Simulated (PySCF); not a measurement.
# Electron correlation in Os³⁺ (osmium, charge +3)

[Xe] 4f14 5d5, high-spin 6S determinant. All numbers are calculated (PySCF 2.14, scalar relativity by spin-free X2C-1e, in x2c-TZVPPall with one added diffuse shell each of s, p, d, f type (12s8p8d4f1g, 113 functions)). Frozen: [Xe] 4f14; 5 electrons correlated.

```
  level  correlation energy (mhartree)
   CCSD                         -52.07
    (T)                          -0.47
CCSD(T)                         -52.54
```

Diagnostics: T1 = 0.0010, D1 = 0.0014, largest double amplitude 0.018.

Cost of the coupled-cluster step: of the order of 9 core-seconds, for 5 correlated electrons.
